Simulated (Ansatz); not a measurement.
A made-up structure of AlBSiNH5, closed shell:

B1  (-0.807, 0.821, -0.044)
N2  (0.008, 0.637, -1.181)
Al3  (1.126, -0.727, -0.703)
Si4  (-0.159, -0.567, 1.325)
H5  (-1.674, 1.650, 0.004)
H6  (-0.747, 1.852, 0.461)
H7  (2.251, -1.316, -1.659)
H8  (-1.106, -1.656, 1.693)
H9  (0.477, -0.052, 2.570)
(Å)

It is relaxed with PBE-D4/def2-SVP and then PBE0-D4/def2-TZVP (Ansatz 0.2.0). Atoms count as bonded within 1.22 times the sum of their covalent radii (H–H: 0.88 Å). The end point is not checked to be a true minimum.

(1) Does its bonding change? (A judgement: the text doesn't fix the answer.)

Answers

(1) By the calculation: Yes. Formed: B1–Al3, H5–H6; broken: B1–H5, B1–H6.

Where it ends: The first stage lowers the energy by 2.24 eV in 64 steps. It ends as a complex of AlBSiNH₃ ([N]1[B]2[SiH2][AlH]12) + H₂:
B1  (-0.515, 0.044, 1.245)
N2  (-0.592, 0.764, 0.172)
Al3  (0.673, -0.371, -0.507)
Si4  (0.592, -1.541, 1.662)
H5  (-1.638, 2.825, -1.192)
H6  (-1.898, 3.385, -1.615)
H7  (1.341, -0.348, -1.928)
H8  (-0.181, -2.788, 1.887)
H9  (1.587, -1.327, 2.742)
(Å)

Labels in which every atom is bracketed show which atoms are joined, not bond orders.

For scale, one of the runs: PBE0-D4/def2-TZVP relaxation, 166 basis functions, launched by `ansatz run in.yaml --threads 2 --pin off --events-out ev --progress --plain --max-ram 4352MiB`. The run took about 58 s on 2 CPU threads of an Arm Neoverse V2 (shared host).
